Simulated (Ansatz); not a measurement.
Species: sum formula Si₂H₃Cl₂, charge 0, multiplicity 2. It need not be the lowest isomer of its formula. 
Coordinates optimised at B3LYP-D3(BJ)/def2-TZVP (Ansatz, a first-principles code):
SMILES: Cl[Si]([SiH3])Cl
```xyz
7

Si    -2.1312    -0.1421     0.0656
Si     0.1286     0.0627    -0.5894
Cl     1.1597    -1.6247     0.0447
Cl     0.9461     1.7222     0.3542
H     -2.2269    -0.2843     1.5373
H     -2.8450     1.0748    -0.3812
H     -2.6910    -1.3371    -0.6042
```
Charge 0, spin multiplicity 2.

Computed values are from Ansatz. Valence correlation only, unless marked. UHF or UKS for open shells. Spin-orbit coupling is left out. Non-relativistic. CBS marks a two-point X^-3 extrapolation of the correlation energy; Hartree-Fock from the larger set (for Q and 5 zeta extrapolated as (X+1)exp(-9√X)).

### Question
What is the T1 diagnostic at CCSD/cc-pV(5+d)Z?

### Answer
0.014.

### Question
What is the total energy at CCSD(T)/CBS(cc-pV(Q+d)Z,cc-pV(5+d)Z)?

### Answer
-1499.5518 Eh.

### Question
What is the dipole moment at CCSD(T)/aug-cc-pV(D+d)Z?

### Answer
1.62 D.

### Question
What is the atomisation energy De at CCSD(T)/CBS(cc-pV(Q+d)Z,cc-pV(5+d)Z)?

### Answer
476.0 kcal/mol.
